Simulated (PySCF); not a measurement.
PySCF input (BP86/def2-SVP):

```python
from pyscf import gto, dft

mol = gto.M(
    atom='''
    P    -0.00000000    0.00000000    0.00000000
    H     0.00762300   -0.00624800    1.47869600
    H    -0.00762300    0.00624800   -1.47869600
    H     1.42511300    0.00614500   -0.00732100
    H    -0.71785200    1.23111700    0.00890200
    H    -0.70726200   -1.23726200   -0.00158200
    ''',
    basis='def2-svp',
    charge=0,
    spin=0,
    verbose=4,
)

mf = dft.RKS(mol, xc='bp86')
mf.grids.level = 3
mf.conv_tol = 1e-9
mf.max_cycle = 100
mf.max_memory = 1500
mf.kernel()
if not mf.converged:
    mf = mf.newton()
    mf.kernel(mf.make_rdm1())
mf.dip_moment()
```

Output:

```
PySCF version 2.14.0

[INPUT] verbose = 4
[INPUT] num. atoms = 6
[INPUT] num. electrons = 20
[INPUT] charge = 0
[INPUT] spin (= nelec alpha-beta = 2S) = 0
[INPUT] symmetry False subgroup None
[INPUT] Mole.unit = angstrom
[INPUT] Symbol           X                Y                Z      unit          X                Y                Z       unit  Magmom
[INPUT]  1 P      0.000000000000   0.000000000000   0.000000000000 AA    0.000000000000   0.000000000000   0.000000000000 Bohr   0.0
[INPUT]  2 H      0.007623000000  -0.006248000000   1.478696000000 AA    0.014405382248  -0.011807008826   2.794330461490 Bohr   0.0
[INPUT]  3 H     -0.007623000000   0.006248000000  -1.478696000000 AA   -0.014405382248   0.011807008826  -2.794330461490 Bohr   0.0
[INPUT]  4 H      1.425113000000   0.006145000000  -0.007321000000 AA    2.693073266557   0.011612367035  -0.013834684958 Bohr   0.0
[INPUT]  5 H     -0.717852000000   1.231117000000   0.008902000000 AA   -1.356543677971   2.326473957296   0.016822341961 Bohr   0.0
[INPUT]  6 H     -0.707262000000  -1.237262000000  -0.001582000000 AA   -1.336531478312  -2.338086324332  -0.002989546729 Bohr   0.0

nuclear repulsion = 29.8130286804542
number of shells = 23
number of NR pGTOs = 71
number of NR cGTOs = 43
basis = def2-svp
ecp = {}

******** <class 'pyscf.dft.rks.RKS'> ********
method = RKS
initial guess = minao
damping factor = 0
level_shift factor = 0
DIIS = <class 'pyscf.scf.diis.CDIIS'>
diis_start_cycle = 1
diis_space = 8
diis_damp = 0
SCF conv_tol = 1e-09
SCF conv_tol_grad = None
SCF max_cycles = 100
direct_scf = True
direct_scf_tol = 1e-13
XC library pyscf.dft.libxc version 7.1.2
    S. Lehtola, C. Steigemann, M. J. T. Oliveira, and M. A. L. Marques,  SoftwareX 7, 1–5 (2018)
XC functionals = bp86
    A. D. Becke,  Phys. Rev. A 38, 3098 (1988)
    J. P. Perdew,  Phys. Rev. B 33, 8822 (1986)
    J. P. Perdew,  Phys. Rev. B 34, 7406–7406 (1986)
radial grids:
    Treutler-Ahlrichs [JCP 102, 346 (1995); DOI:10.1063/1.469408] (M4) radial grids

becke partition: Becke, JCP 88, 2547 (1988); DOI:10.1063/1.454033
pruning grids: <function nwchem_prune>
grids dens level: 3
symmetrized grids: False
atomic radii adjust function: <function treutler_atomic_radii_adjust>
small_rho_cutoff = 0
Set gradient conv threshold to 3.16228e-05
Initial guess from minao.
tot grids = 68224
init E= -344.095354240405
  HOMO = -0.239030262786367  LUMO = -0.0345795045758255  gap/eV = 5.56339
cycle= 1 E= -344.170524425828  delta_E= -0.0752  |g|= 0.138  |ddm|= 2.03
  HOMO = -0.160645939436091  LUMO = 0.00181987540177975  gap/eV = 4.42092
cycle= 2 E= -344.175509920137  delta_E= -0.00499  |g|= 0.0695  |ddm|= 0.561
  HOMO = -0.182618583914549  LUMO = -0.00831359269354781  gap/eV = 4.74308
cycle= 3 E= -344.177622645769  delta_E= -0.00211  |g|= 0.0238  |ddm|= 0.279
  HOMO = -0.181713141724913  LUMO = -0.00801035541990913  gap/eV = 4.72669
cycle= 4 E= -344.177827702973  delta_E= -0.000205  |g|= 0.0035  |ddm|= 0.0501
  HOMO = -0.181975926639677  LUMO = -0.00842554180556254  gap/eV = 4.72255
cycle= 5 E= -344.177832290141  delta_E= -4.59e-06  |g|= 0.00016  |ddm|= 0.00774
  HOMO = -0.181969290672137  LUMO = -0.00842750018970762  gap/eV = 4.72231
cycle= 6 E= -344.177832303437  delta_E= -1.33e-08  |g|= 6.89e-06  |ddm|= 0.000535
  HOMO = -0.181972681600044  LUMO = -0.00842957321487026  gap/eV = 4.72235
cycle= 7 E= -344.177832303454  delta_E= -1.63e-11  |g|= 2.77e-07  |ddm|= 1.6e-05
  HOMO = -0.181972761968558  LUMO = -0.00842961072292736  gap/eV = 4.72235
Extra cycle  E= -344.177832303458  delta_E= -4.09e-12  |g|= 2.67e-07  |ddm|= 1.48e-06
converged SCF energy = -344.177832303458
Dipole moment(X, Y, Z, Debye):  0.00000, -0.00000,  0.00000
```

The geometry given is a B3LYP-D3(BJ)/def2-TZVP minimum.
